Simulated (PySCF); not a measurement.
Work out the structure from these simulated measurements.

Formula: C2H7ClO2SSi.

* Rotational structure: rotational constants A, B, C: 3.323, 0.939, 0.894 GHz [GFN2-xTB]
* Polarisability: 91.3 au [CAM-B3LYP/def2-SVPD]
* 13C NMR: chemical shifts (computed TMS as zero) by class: 73.1 (1 C), 3.2 (1 C) ppm [GIAO PBE0/pcSseg-1]
* UV, first state: lowest singlet excitation: 6.09 eV (204 nm, f = 0.004) [TDDFT CAM-B3LYP/def2-SVPD]
* UV, strongest line: among the 8 lowest singlet transitions: S3 at 6.83 eV (182 nm, f = 0.079) [TDDFT CAM-B3LYP/def2-SVPD]
* NMR, other nuclei: isotropic shieldings of nuclei other than C and H, by class: 33 (2 O), 419 (1 Si), 161 (1 S), 353 (1 Cl) ppm [GIAO PBE0/pcSseg-1]

Gas-phase values; electronic properties from PySCF, density fitting. Levels stand in brackets. Geometry: GFN2-xTB, one conformer, isolated molecule. NMR classes are plain means over equivalent atoms (diastereotopic ones count apart unless rotation or inversion swaps them), as if these changed places fast.

Question: Propose a structure and show how it fits.

Answer: Numbering: `[O:1]=[S:2](=[O:3])([Cl:4])[CH2:5][CH2:6][SiH3:7]`. 2 carbons fall into 2 classes; from least to most shielded: sp3 carbon bound to sulfur [C5] (73.1 ppm), sp3 carbon bound to silicon [C6] (3.2 ppm). The other shieldings belong to: 33 ppm, sulfonyl oxygen [O1/O3]; 419 ppm, SiH3 silicon [Si7]; 161 ppm, sulfonyl sulfur [S2]; 353 ppm, chlorine bonded to S [Cl4]. The optimised geometry has point group C1 and is an asymmetric top. Structure: `O=S(=O)(Cl)CC[SiH3]`. The assignments are read from this structure; whether some other isomer fits the data as well wasn't checked.

Shape of the structure used: `[O:1]=[S:2](=[O:3])([Cl:4])[CH2:5][CH2:6][SiH3:7]`: O1–S2–C5–C6 78°, S2–C5–C6–Si7 -53°.
